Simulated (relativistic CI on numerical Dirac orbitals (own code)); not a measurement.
**Cl XI: q coefficients**

Method of calculation: Dirac-Coulomb-Breit CI, KLI orbitals optimised for each configuration, derivatives by finite differences, unscaled Slater integrals, QED left out (own radial code, finite nucleus).

Configurations in the expansion (outside the closed core 1s2): 2s²2p³, 2s2p⁴, 2p⁵, 2s²2p²3s, 2p⁴3s, 2p⁴3p, 2s²2p²3p, 2p⁴3d. Levels of other configurations are missing.

With x = (α/α₀)² − 1 an excitation energy changes as ω = ω₀ + qx; K = 2q/ω₀ is the relative enhancement. Terms are leading LS components, so labels can repeat.

Lowest level 2s²2p³ ⁴S°3/2.

```tsv
Level	ω₀ (cm⁻¹)	q (cm⁻¹)	K
2s²2p³ ²D°3/2	92331	-3497	-0.0758
2s²2p³ ²D°5/2	94563	1133	0.024
2s²2p³ ²P°1/2	137564	2571	0.0374
2s²2p³ ²P°3/2	140804	9031	0.128
2s2p⁴ ⁴P5/2	411637	11170	0.0543
2s2p⁴ ⁴P3/2	420844	20610	0.098
2s2p⁴ ⁴P1/2	425494	24840	0.117
2s2p⁴ ²D3/2	576630	17150	0.0595
2s2p⁴ ²D5/2	576893	17970	0.0623
2s2p⁴ ²S1/2	671305	16400	0.0488
2s2p⁴ ²P3/2	705170	15700	0.0445
2s2p⁴ ²P1/2	716906	28480	0.0794
2p⁵ ²P°3/2	1106495	28410	0.0513
2p⁵ ²P°1/2	1121334	43380	0.0774
2s²2p²3s ⁴P1/2	2459438	-12110	-0.00985
2s²2p²3s ⁴P3/2	2465744	-4631	-0.00376
2s²2p²3s ⁴P5/2	2473961	3108	0.00251
2s²2p²3s ²P1/2	2487963	-7494	-0.00602
2s²2p²3s ²P3/2	2497851	1521	0.00122
2s²2p²3s ²D5/2	2543311	1404	0.0011
2s²2p²3s ²D3/2	2543765	2304	0.00181
2s²2p²3p ²S°1/2	2568952	-5119	-0.00398
2s²2p²3p ⁴D°1/2	2574316	-6282	-0.00488
```

At this charge energies of transitions that change n are usually good to better than 1 %, and those within a shell (Δn = 0) to a few per cent.
